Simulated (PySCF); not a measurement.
System: C4H5GeO (charge -1, singlet). It need not be the lowest isomer of its formula. Whether it binds its extra electron was not tested at this geometry. 
Geometry from a B3LYP-D3(BJ)/def2-TZVP (Ansatz) optimisation:
SMILES: c1o[c]([GeH3])c[c-]1
```xyz
11

Ge     1.4913    -0.0816     0.0417
C     -0.4069     0.1239    -0.0318
C     -1.2164     1.2072    -0.2634
C     -2.6208     0.8282    -0.2109
C     -2.5095    -0.4991     0.0578
O     -1.1785    -0.9865     0.1784
H      2.0810    -1.0702    -1.0059
H      2.0401    -0.5847     1.4085
H      2.1629     1.2886    -0.2225
H     -0.8284     2.2021    -0.4568
H     -3.2264    -1.2960     0.2059
```
Charge -1, spin multiplicity 1.

Dispersion corrections to the total energy (kcal/mol) from the dftd3 and dftd4 libraries through PySCF: D3(BJ) without and D4 with the three-body term, each with the damping fitted for the functional named.

```tsv
functional	D3(BJ)	D4
BHLYP	-8.47	-8.67
B2PLYP	[?]	-5.02
CAM-B3LYP	-4.88	[?]
BP86	-9.86	-9.65
PW6B95	-3.23	-6.23
revPBE	-14.68	[?]
HSE06	-4.12	-5.64
```

**Question.** Fill in the missing entries.

**Answer.** 
- B2PLYP, D3(BJ): -5.04
- CAM-B3LYP, D4: -6.14
- revPBE, D4: -22.52
